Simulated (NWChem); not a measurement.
Everything below was run with NWChem. System: CH$_{3}$ClMgS, charge 0, spin multiplicity 1, at a geometry optimised with PBE0/def2-SVP. The structure started from a generated list of species. Level: TD-B3LYP/def2-SVP, VWN1-RPA local correlation.

The NWChem input:

```
start mol
memory heap 200 mb stack 800 mb global 1000 mb
geometry units angstroms nocenter noautoz noautosym
  Mg     0.320151     0.126729     0.420018
  Cl     0.706041     1.460979     2.130094
  S     -0.040884    -1.293153    -1.350581
  C     -1.581256    -0.665600    -2.121228
  H     -2.446936    -0.754883    -1.450249
  H     -1.769997    -1.293267    -3.002984
  H     -1.485914     0.374813    -2.461915
end
basis spherical
  * library def2-svp
end
dft
  xc b3lyp
  semidirect memsize 60000000 filesize 0
  iterations 100
end
tddft
  rpa
  nroots 6
  notriplet
  thresh 1e-4
end
task tddft energy
```

Part of the output:

```
             Northwest Computational Chemistry Package (NWChem) 7.3.0
             --------------------------------------------------------

                                NWChem Input Module
                                -------------------

 Scaling coordinates for geometry "geometry" by  1.889725989
 (inverse scale =  0.529177249)

                             Geometry "geometry" -> ""
                             -------------------------

 Output coordinates in angstroms (scale by  1.889725989 to convert to a.u.)

  No.       Tag          Charge          X              Y              Z
 ---- ---------------- ---------- -------------- -------------- --------------
    1 Mg                  12.0000     0.32015100     0.12672900     0.42001800
    2 Cl                  17.0000     0.70604100     1.46097900     2.13009400
    3 S                   16.0000    -0.04088400    -1.29315300    -1.35058100
    4 C                    6.0000    -1.58125600    -0.66560000    -2.12122800
    5 H                    1.0000    -2.44693600    -0.75488300    -1.45024900
    6 H                    1.0000    -1.76999700    -1.29326700    -3.00298400
    7 H                    1.0000    -1.48591400     0.37481300    -2.46191500

 Effective nuclear repulsion energy (a.u.)     204.7926164684

            Nuclear Dipole moment (a.u.)
            ----------------------------
        X                 Y               Z
 ---------------- ---------------- ----------------
    -0.0000340151     0.0000113384     0.0000037795


 Summary of "ao basis" -> "" (spherical)
 ------------------------------------------------------------------------------
       Tag                 Description            Shells   Functions and Types
 ---------------- ------------------------------  ------  ---------------------
 *                          def2-svp                  on all atoms

                                 NWChem DFT Module
                                 -----------------

 Summary of "ao basis" -> "ao basis" (spherical)
 ------------------------------------------------------------------------------
       Tag                 Description            Shells   Functions and Types
 ---------------- ------------------------------  ------  ---------------------
 Mg                         def2-svp                 8       18   4s3p1d
 Cl                         def2-svp                 8       18   4s3p1d
 S                          def2-svp                 8       18   4s3p1d
 C                          def2-svp                 6       14   3s2p1d
 H                          def2-svp                 3        5   2s1p

 Summary of "ao basis" -> "ao basis" (spherical)
 ------------------------------------------------------------------------------
       Tag                 Description            Shells   Functions and Types
 ---------------- ------------------------------  ------  ---------------------
 Mg                         def2-svp                 8       18   4s3p1d
 Cl                         def2-svp                 8       18   4s3p1d
 S                          def2-svp                 8       18   4s3p1d
 C                          def2-svp                 6       14   3s2p1d
 H                          def2-svp                 3        5   2s1p

            General Information
            -------------------
          SCF calculation type: DFT
          Wavefunction type:  closed shell.
          No. of atoms     :     7
          No. of electrons :    54
           Alpha electrons :    27
            Beta electrons :    27
          Charge           :     0
          Spin multiplicity:     1
          Use of symmetry is: off; symmetry adaption is: off
          Maximum number of iterations: 100
          AO basis - number of functions:    83
                     number of shells:    39
          Convergence on energy requested:  1.00D-06
          Convergence on density requested:  1.00D-05
          Convergence on gradient requested:  5.00D-04

              XC Information
              --------------
                         B3LYP Method XC Potential
                     Hartree-Fock (Exact) Exchange  0.200
                        Slater Exchange Functional  0.800 local
                    Becke 1988 Exchange Functional  0.720 non-local
              Lee-Yang-Parr Correlation Functional  0.810
                  VWN I RPA Correlation Functional  0.190 local

             Grid Information
             ----------------
          Grid used for XC integration:  medium
          Radial quadrature: Mura-Knowles
          Angular quadrature: Lebedev.
          Tag              B.-S. Rad. Rad. Pts. Rad. Cut. Ang. Pts.
          ---              ---------- --------- --------- ---------
          Mg                  1.50       88          11.0       590
          Cl                  1.00       88          14.0       590
          S                   1.00       88          11.0       590
          C                   0.70       49          12.0       434
          H                   0.35       45          13.0       434
          Grid pruning is: on
          Number of quadrature shells:   448
          Spatial weights used:  Erf1

          Convergence Information
          -----------------------
          Convergence aids based upon iterative change in
          total energy or number of iterations.
          Levelshifting, if invoked, occurs when the
          HOMO/LUMO gap drops below (HL_TOL):  1.00D-02
          DIIS, if invoked, will attempt to extrapolate
          using up to (NFOCK): 10 stored Fock matrices.

                    Damping( 0%)  Levelshifting(0.5)       DIIS
[...]
                                NWChem TDDFT Module
                                -------------------

            General Information
            -------------------
           No. of orbitals :     166
            Alpha orbitals :      83
             Beta orbitals :      83
        Alpha frozen cores :       0
         Beta frozen cores :       0
     Alpha frozen virtuals :       0
      Beta frozen virtuals :       0
         Spin multiplicity :       1
    Number of AO functions :      83
        Use of symmetry is : off
      Symmetry adaption is : off
         Schwarz screening :  0.10D-07

              XC Information
              --------------
                  B3LYP Method XC Potential
              Hartree-Fock (Exact) Exchange   0.20
                 Slater Exchange Functional   0.80 local
             Becke 1988 Exchange Functional   0.72 non-local
       Lee-Yang-Parr Correlation Functional   0.81
           VWN I RPA Correlation Functional   0.19 local

             TDDFT Information
             -----------------
          Calculation type : TDDFT
         Wavefunction type : Restricted singlets
          No. of electrons :      54
           Alpha electrons :      27
            Beta electrons :      27
              No. of roots :       6
          Max subspacesize :    5200
            Max iterations :     100
               Target root :       1
           Target symmetry : none
      Symmetry restriction : off
                 Algorithm : Optimal
        Davidson threshold :  0.10D-03

            Memory Information
            ------------------
          Available GA space size is         131065111 doubles
          Available MA space size is          37547740 doubles
          Length of a trial vector is         1512
          Algorithm : Incore multiple tensor contraction
          Estimated peak GA usage is          31825972 doubles
          Estimated peak MA usage is             25800 doubles

    6 smallest eigenvalue differences (eV)
--------------------------------------------------------
  No. Spin  Occ  Vir  Irrep   E(Occ)    E(Vir)   E(Diff)
--------------------------------------------------------
    1    1   27   28 a        -0.237    -0.062     4.741
    2    1   27   29 a        -0.237    -0.030     5.619
    3    1   26   28 a        -0.271    -0.062     5.684
    4    1   27   30 a        -0.237    -0.010     6.179
    5    1   26   29 a        -0.271    -0.030     6.562
    6    1   25   28 a        -0.305    -0.062     6.590
--------------------------------------------------------

  Entering Davidson iterations
  Restricted singlet excited states

  Iter   NTrls   NConv    DeltaV     DeltaE      Time
  ----  ------  ------  ---------  ---------  ---------
    1      6       0     0.22E+00   0.10+100       19.1
    2     18       0     0.31E-01   0.21E-01       25.3
    3     30       0     0.44E-01   0.38E-02       25.5
    4     42       0     0.12E-01   0.24E-02       23.1
    5     54       1     0.22E-02   0.70E-04       23.4
    6     64       2     0.65E-03   0.34E-05       22.6
    7     72       4     0.21E-03   0.22E-06       21.3
    8     76       6     0.87E-04   0.13E-07       16.3
  ----  ------  ------  ---------  ---------  ---------
  Convergence criterion met

  Ground state a       -1098.178097480818 a.u.

  ----------------------------------------------------------------------------
  Root   1 singlet a              0.137570881 a.u.                3.7435 eV
  ----------------------------------------------------------------------------
     Transition Moments    X -0.26702   Y -0.29091   Z  0.28934
     Transition Moments   XX -0.50728  XY  0.09019  XZ  0.44585
     Transition Moments   YY  0.85596  YZ -0.24195  ZZ -0.35231
     Dipole Oscillator Strength                    0.0219783001
     Electric Quadrupole                           0.0000000114
     Magnetic Dipole                               0.0000000563
     Total Oscillator Strength                     0.0219783678

          sigma_e =   2.3555 Angstrom
          sigma_h =   1.4568 Angstrom
         |d_h->e| =   1.9917 Angstrom
            d_exc =   3.4054 Angstrom
            d_CD1 =   2.8904 Angstrom
            d_CD2 =   0.0855 Angstrom
            d_CD3 =   5.3971 Angstrom
     Pearson C.C. =   0.0059

     Occ.   27  a   ---  Virt.   28  a    0.99799 X
  ----------------------------------------------------------------------------
  Root   2 singlet a              0.166891373 a.u.                4.5413 eV
  ----------------------------------------------------------------------------
     Transition Moments    X  0.03752   Y  0.04580   Z -0.04639
     Transition Moments   XX  0.68473  XY  0.17672  XZ -0.24803
     Transition Moments   YY -0.43121  YZ  0.35024  ZZ -0.23838
     Dipole Oscillator Strength                    0.0006294858
     Electric Quadrupole                           0.0000000141
     Magnetic Dipole                               0.0000003482
     Total Oscillator Strength                     0.0006298482

          sigma_e =   2.4173 Angstrom
          sigma_h =   1.4304 Angstrom
         |d_h->e| =   1.4992 Angstrom
            d_exc =   3.1782 Angstrom
            d_CD1 =   2.4861 Angstrom
            d_CD2 =  -0.4246 Angstrom
            d_CD3 =   4.6774 Angstrom
     Pearson C.C. =   0.0052

     Occ.   27  a   ---  Virt.   29  a   -0.99726 X
  ----------------------------------------------------------------------------
  Root   3 singlet a              0.180638880 a.u.                4.9154 eV
  ----------------------------------------------------------------------------
     Transition Moments    X -0.01937   Y -0.45264   Z -0.47690
     Transition Moments   XX  0.02811  XY -0.10419  XZ -0.55993
     Transition Moments   YY  0.95982  YZ  0.29798  ZZ  0.35981
     Dipole Oscillator Strength                    0.0521070338
     Electric Quadrupole                           0.0000000200
     Magnetic Dipole                               0.0000000300
     Total Oscillator Strength                     0.0521070837

          sigma_e =   2.4119 Angstrom
          sigma_h =   1.6077 Angstrom
         |d_h->e| =   1.9436 Angstrom
            d_exc =   3.4772 Angstrom
            d_CD1 =   2.7478 Angstrom
            d_CD2 =  -0.0662 Angstrom
            d_CD3 =   5.4209 Angstrom
     Pearson C.C. =   0.0115

     Occ.   26  a   ---  Virt.   28  a    0.85906 X
     Occ.   27  a   ---  Virt.   30  a   -0.50669 X
  ----------------------------------------------------------------------------
  Root   4 singlet a              0.203269348 a.u.                5.5312 eV
  ----------------------------------------------------------------------------
     Transition Moments    X -0.06047   Y -0.31301   Z -0.37228
     Transition Moments   XX  0.36217  XY  0.18562  XZ  1.25924
     Transition Moments   YY -0.48692  YZ  0.51233  ZZ  0.87235
     Dipole Oscillator Strength                    0.0325538272
     Electric Quadrupole                           0.0000001053
     Magnetic Dipole                               0.0000005355
     Total Oscillator Strength                     0.0325544679

          sigma_e =   2.4170 Angstrom
          sigma_h =   2.4873 Angstrom
         |d_h->e| =   0.4495 Angstrom
            d_exc =   3.3497 Angstrom
            d_CD1 =   0.5198 Angstrom
            d_CD2 =  -2.0027 Angstrom
            d_CD3 =   3.7992 Angstrom
     Pearson C.C. =   0.0840

     Occ.   24  a   ---  Virt.   28  a   -0.57318 X
     Occ.   26  a   ---  Virt.   28  a    0.21314 X
     Occ.   26  a   ---  Virt.   29  a    0.69243 X
     Occ.   26  a   ---  Virt.   32  a   -0.05271 X
     Occ.   27  a   ---  Virt.   30  a    0.37337 X
  ----------------------------------------------------------------------------
  Root   5 singlet a              0.205033989 a.u.                5.5793 eV
  ----------------------------------------------------------------------------
     Transition Moments    X  0.28184   Y  0.30936   Z -0.30140
     Transition Moments   XX  0.61101  XY  0.83190  XZ  0.44601
     Transition Moments   YY  1.07957  YZ  0.30938  ZZ -1.69123
     Dipole Oscillator Strength                    0.0363567057
     Electric Quadrupole                           0.0000001462
     Magnetic Dipole                               0.0000006144
     Total Oscillator Strength                     0.0363574664

          sigma_e =   2.3437 Angstrom
          sigma_h =   1.2418 Angstrom
         |d_h->e| =   2.0764 Angstrom
            d_exc =   3.3683 Angstrom
            d_CD1 =   3.1783 Angstrom
            d_CD2 =   0.2837 Angstrom
            d_CD3 =   5.4448 Angstrom
     Pearson C.C. =   0.0001

     Occ.   25  a   ---  Virt.   28  a   -0.99452 X
     Occ.   26  a   ---  Virt.   30  a    0.08026 X
  ----------------------------------------------------------------------------
  Root   6 singlet a              0.205916296 a.u.                5.6033 eV
  ----------------------------------------------------------------------------
     Transition Moments    X -0.57564   Y -0.02110   Z -0.55465
     Transition Moments   XX -0.83562  XY -0.59835  XZ -0.62017
     Transition Moments   YY  1.03055  YZ  1.33613  ZZ -0.05618
     Dipole Oscillator Strength                    0.0877810356
     Electric Quadrupole                           0.0000001584
     Magnetic Dipole                               0.0000000609
     Total Oscillator Strength                     0.0877812549

          sigma_e =   2.4052 Angstrom
          sigma_h =   2.4280 Angstrom
         |d_h->e| =   0.7688 Angstrom
            d_exc =   3.3991 Angstrom
            d_CD1 =   0.7916 Angstrom
            d_CD2 =  -1.6478 Angstrom
            d_CD3 =   4.1678 Angstrom
     Pearson C.C. =   0.0614

     Occ.   24  a   ---  Virt.   28  a    0.79600 X
     Occ.   26  a   ---  Virt.   28  a    0.22374 X
     Occ.   26  a   ---  Virt.   29  a    0.35526 X
     Occ.   26  a   ---  Virt.   32  a   -0.05525 X
     Occ.   27  a   ---  Virt.   30  a    0.42176 X

              Target root =      1
          Target symmetry = none
      Ground state energy =  -1098.178097480818
        Excitation energy =      0.137570880599
     Excited state energy =  -1098.040526600219

  stored tddft:energy   -1098.0405266002192

 Task  times  cpu:      185.1s     wall:      185.1s

 Total times  cpu:      185.1s     wall:      185.1s
```
